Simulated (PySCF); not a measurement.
Ga⁺ (gallium, charge +1) across methods

[Ar] 3d9 4s2 4p1, one real determinant (an excited configuration). All numbers are calculated (PySCF 2.14, scalar relativity through the core potential, in aug-cc-pV5Z-PP with ECP10MDF).

```tsv
method	E (hartree)	mean ε 4s α (eV)	mean ε 4s β (eV)	mean ε 4p α (eV)	Σ⟨r²⟩ (bohr²)	⟨S²⟩
r2SCAN	-258.3719	-20.025	-18.851	-12.168	28.17	2.007
PBE	-258.4734	-19.604	-18.577	-11.757	28.37	2.003
UHF	-257.40039	-24.064	-21.405	-15.692	28.73	2.011
PBE0	-258.4372	-20.918	-19.546	-12.886	28.33	2.004
M06-L	-258.5230	-19.706	-18.509	-11.775	28.09	2.004
PW91	-258.5751	-19.701	-18.668	-11.810	28.33	2.003
LDA	-258.0191	-19.907	-18.964	-11.748	28.26	2.001
BP86	-258.6008	-19.758	-18.790	-11.845	28.25	2.003
```

⟨L²⟩ = 8.03 against 12 for a pure F term, so this real determinant mixes terms. Energies and moments cover only the electrons outside the core potential.
